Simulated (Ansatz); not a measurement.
Start from `N[Si](N)(O)Br` and change one atom or group to get `C[Si](N)(O)Br`.

Ansatz, PBE0-D4/def2-TZVP geometries, multiplicity 1. Each molecule was computed in one conformer, which needn't be the lowest.

Scalar relativity is left out up to krypton.

| property | `N[Si](N)(O)Br` |
| --- | --- |
| HOMO–LUMO gap (PBE/def2-TZVPP) / eV | 6.02 |
| HOMO energy (B3LYP/def2-TZVPP) / eV | -7.40 |
| LUMO energy (B3LYP/def2-TZVPP) / eV | 0.28 |
| LUMO energy (PBE/def2-TZVPP) / eV | -0.21 |
| HOMO–LUMO gap (ωB97M-V/def2-TZVPP) / eV | 12.04 |
| size of the dipole moment (PBE/def2-TZVPP) / D | 1.47 |

(1) Give the same properties after the change, and the shifts. (Best estimate.)

## Answers

(1) Computed: 
| property | `C[Si](N)(O)Br` | shift |
| --- | --- | --- |
| HOMO–LUMO gap (PBE/def2-TZVPP) / eV | 6.11 | 0.09 |
| HOMO energy (B3LYP/def2-TZVPP) / eV | -7.43 | -0.03 |
| LUMO energy (B3LYP/def2-TZVPP) / eV | 0.30 | 0.02 |
| LUMO energy (PBE/def2-TZVPP) / eV | -0.18 | 0.03 |
| HOMO–LUMO gap (ωB97M-V/def2-TZVPP) / eV | 12.04 | 0.00 |
| size of the dipole moment (PBE/def2-TZVPP) / D | 1.21 | -0.26 |

Dipoles are sizes alone; their direction can turn.

B3LYP here is the variant with VWN-RPA as its local correlation; programs differ in this.

Spin–orbit coupling is left out; it splits and shifts lone-pair levels of the heavy atoms by tenths of an eV.
